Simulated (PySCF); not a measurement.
From results back to the method.

Compound: C3H10OSi.
Z-matrix (Å and degrees, PBE0-D3(BJ)/def2-TZVP geometry), rows numbered from 1:
```
C 
Si  1  1.8699
C   2  1.8609  1  110.89
C   2  1.8708  1  109.23  3   122.71
O   2  1.6600  1  110.39  3  -115.92
H   1  1.0938  2  111.02  3   -62.26
H   1  1.0938  2  111.58  3   177.84
H   1  1.0927  2  110.77  3    57.68
H   3  1.0928  2  110.61  1  -176.42
H   3  1.0932  2  110.98  1    63.72
H   3  1.0926  2  111.04  1   -56.50
H   4  1.0937  2  110.95  1   -57.31
H   4  1.0946  2  111.27  1    62.09
H   4  1.0924  2  111.24  1  -177.60
H   5  0.9572  2  117.28  1   -65.98
```

The closed-shell ground state was solved 3 times with PySCF (density fitting, gas phase), always in the pcSseg-2 basis (327 functions), with these functionals: B97-2, KT3 and wB97X-D. Geometry: PBE0-D3(BJ)/def2-TZVP; no solvent, vibrations or thermal averaging.

| row | total energy (Eh) | HOMO (eV) | LUMO (eV) | dipole (D) |
| --- | --- | --- | --- | --- |
| P | -490.4750 | -6.72 | -0.64 | 1.24 |
| Q | -485.1844 | -7.75 | 0.30 | 1.34 |
| R | -485.1800 | -9.90 | 1.94 | 1.38 |

**Question.** Which functional belongs to which row?

**Answer.** P = KT3, Q = B97-2, R = wB97X-D. By rising HOMO–LUMO gap: KT3 (GGA) 6.08 eV; B97-2 (global hybrid, 21 % exact exchange) 8.05 eV; wB97X-D (range-separated hybrid) 11.84 eV. Total energies of different functionals aren't bounds to one another; each is stationary for its own functional.

Note: wB97X-D ran without an empirical dispersion term, which enters the total energy and its gradient alone.
